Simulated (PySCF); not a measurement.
Input of a response calculation (the driver script's job line, then coordinates in Å):

```
{"job": {"kind": "uv", "xc": "wB97X-D", "basis": "def2-SVPD", "ip": true, "nstates": 10}, "charge": 0, "multiplicity": 1}
P      0.970278    -1.542799     0.258964
S      0.926691    -0.272610     1.919832
Sb    -0.395234     1.721706     1.353929
Sb    -2.170693     0.439805    -0.479049
Se    -1.184792    -1.917297    -0.258535
Sb     0.181941     1.743587    -1.443518
Se     1.763669    -0.274402    -1.420163
```

Computed, not measured: TDDFT wB97X-D/def2-SVPD, vertical, gas phase, core orbitals frozen in the response, def2 core potentials past Kr (PySCF 2.14.0, density-fitted response routines). Job line and output are in the format of a driver script around the code.

(1) What does the script print for it?

## Answers

(1) 
```
coarse grid: 51472 points
cycle   1  E = -6247.6742940149  dE = -6.381e+01  |g| = 6.283e+00  |ddm| = 2.214e+01
cycle   2  E = -5906.7859689537  dE =  3.409e+02  |g| = 2.044e+01  |ddm| = 1.034e+02
cycle   3  E = -6254.4679638324  dE = -3.477e+02  |g| = 3.851e+00  |ddm| = 1.013e+02
cycle   4  E = -6251.1685709320  dE =  3.299e+00  |g| = 5.167e+00  |ddm| = 1.301e+01
cycle   5  E = -6262.2287042512  dE = -1.106e+01  |g| = 1.591e+00  |ddm| = 9.012e+00
cycle   6  E = -6262.6089016307  dE = -3.802e-01  |g| = 1.121e+00  |ddm| = 1.955e+00
cycle   7  E = -6262.9766956608  dE = -3.678e-01  |g| = 5.758e-01  |ddm| = 1.025e+00
cycle   8  E = -6263.1091940817  dE = -1.325e-01  |g| = 1.537e-01  |ddm| = 1.001e+00
cycle   9  E = -6263.1170033195  dE = -7.809e-03  |g| = 5.564e-02  |ddm| = 3.351e-01
cycle  10  E = -6263.1181422506  dE = -1.139e-03  |g| = 1.445e-02  |ddm| = 1.054e-01
cycle  11  E = -6263.1182292143  dE = -8.696e-05  |g| = 6.719e-03  |ddm| = 3.082e-02
cycle  12  E = -6263.1182551918  dE = -2.598e-05  |g| = 2.755e-03  |ddm| = 1.741e-02
cycle  13  E = -6263.1182618156  dE = -6.624e-06  |g| = 8.559e-04  |ddm| = 9.953e-03
final grid: 91952 points
cycle  14  E = -6263.1212414716  dE = -3.177e-05  |g| = 2.412e-03  |ddm| = 2.699e-02
cycle  15  E = -6263.1212421735  dE = -7.019e-07  |g| = 1.491e-03  |ddm| = 5.775e-03
cycle  16  E = -6263.1212426848  dE = -5.113e-07  |g| = 4.418e-04  |ddm| = 3.136e-03
cycle  17  E = -6263.1212427724  dE = -8.756e-08  |g| = 1.212e-04  |ddm| = 8.960e-04
cycle  18  E = -6263.1212427880  dE = -1.563e-08  |g| = 7.187e-05  |ddm| = 4.798e-04
cycle  19  E = -6263.1212427913  dE = -3.281e-09  |g| = 1.703e-05  |ddm| = 2.001e-04
cycle  20  E = -6263.1212427919  dE = -5.748e-10  |g| = 1.001e-05  |ddm| = 1.122e-04
converged SCF energy = -6263.1212427919

Static polarisability (au): isotropic 223.885, principal 215.480 224.834 231.343

Singlet excitations
state   eV       nm        f      main configurations
  1   3.0940    400.7   0.00060   H->L 0.97
  2   3.1554    392.9   0.00012   H-1->L 0.97
  3   3.5842    345.9   0.00004   H-2->L 0.90
  4   3.8893    318.8   0.00090   H->L+2 0.66, H-1->L+3 0.20
  5   3.9070    317.3   0.02169   H-3->L 0.87
  6   3.9702    312.3   0.00014   H->L+1 0.41, H-1->L+3 0.34, H-1->L+1 0.08
  7   3.9726    312.1   0.00061   H-1->L+1 0.39, H->L+3 0.21, H-1->L+2 0.17
  8   4.1832    296.4   0.00067   H->L+3 0.49, H-1->L+2 0.41
  9   4.2883    289.1   0.00322   H->L+5 0.52, H-1->L+4 0.30
 10   4.3179    287.1   0.00374   H->L+4 0.25, H-1->L+2 0.17, H-1->L+1 0.16

Triplet excitations (Tamm-Dancoff, eV): 2.8603 2.9177 3.2598 3.3022
Vertical ionisation energy (delta-SCF) = 8.1497 eV
Vertical electron affinity (delta-SCF) = 1.0266 eV
```

Geometry: PBE0-D3(BJ)/def2-SVP, one conformer, isolated molecule. Atoms past krypton carry effective core potentials; spin–orbit coupling is left out.

The SCF starts on a coarse grid; the energy jumps when the final grid takes over, and dE counts afresh there. H and L stand for HOMO and LUMO.

All these states lie below the vertical ionisation energy of 8.15 eV (ΔSCF).

The pairwise dispersion term of wB97X-D wasn't added to the energies; at a given geometry it leaves orbitals and properties as they are.
